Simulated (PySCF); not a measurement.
**Correlation energy of Nd⁺ (neodymium, charge +1)**

[Xe] 4f5, one real determinant (an excited configuration). Computed with PySCF 2.14 in x2c-TZVPPall, with the spin-free X2C one-electron Hamiltonian (Gaussian nucleus). Frozen: [Ar] 3d10; 31 electrons correlated.

MP2 pair energies summed by pair of shells (mhartree):

| pair | energy | share (%) |
| --- | --- | --- |
| 4d-4d | -220.79 | 19.6 |
| 4d-4f | -193.99 | 17.2 |
| 4f-5p | -144.11 | 12.8 |
| 5p-5p | -119.31 | 10.6 |
| 4d-5p | -103.45 | 9.2 |
| 4f-4f | -88.91 | 7.9 |
| 4p-4d | -59.59 | 5.3 |
| 5s-5p | -35.19 | 3.1 |
| 4d-5s | -32.21 | 2.9 |
| 4f-5s | -29.93 | 2.7 |
| 4p-4f | -22.93 | 2.0 |
| 4s-4d | -19.55 | 1.7 |
| 4p-4p | -18.11 | 1.6 |
| 4p-5p | -10.84 | 1.0 |
| 4s-4f | -7.10 | 0.6 |
| 5s-5s | -6.30 | 0.6 |
| 4p-5s | -6.26 | 0.6 |
| 4s-4p | -6.18 | 0.5 |
| 4s-4s | -2.03 | 0.2 |
| 4s-5p | -1.19 | 0.1 |
| 4s-5s | -0.95 | 0.1 |

Total MP2 correlation energy: -1128.9 mhartree.

Same-spin part -455.47 and opposite-spin part -673.42 mhartree; SCS-MP2 scales them by 1/3 and 6/5 to -959.93 mhartree.

The reference is one real determinant that mixes LS terms of this configuration.

This basis was not built for core-valence correlation, so the inner-shell part is incomplete.
